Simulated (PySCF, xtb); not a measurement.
C₄H₇BFN, SMILES C=C=CB(F)NC.

xtb 6.7.1 with GFN2-xTB at its own geometry gives an orbital gap of 4.37 eV and a dipole moment of 2.69 D.

The structure is a stationary point at r2SCAN-D4/def2-SVP. This is a generated structure with no PubChem entry under its InChIKey; it may be hypothetical. Other conformers were not sampled.

Task: What does HF/def2-TZVP in PySCF give? (The exact figures need the calculation; the answer reports its results.)

Result: gap 13.03 eV (levels -9.99 and 3.04 eV), dipole 2.33 D.
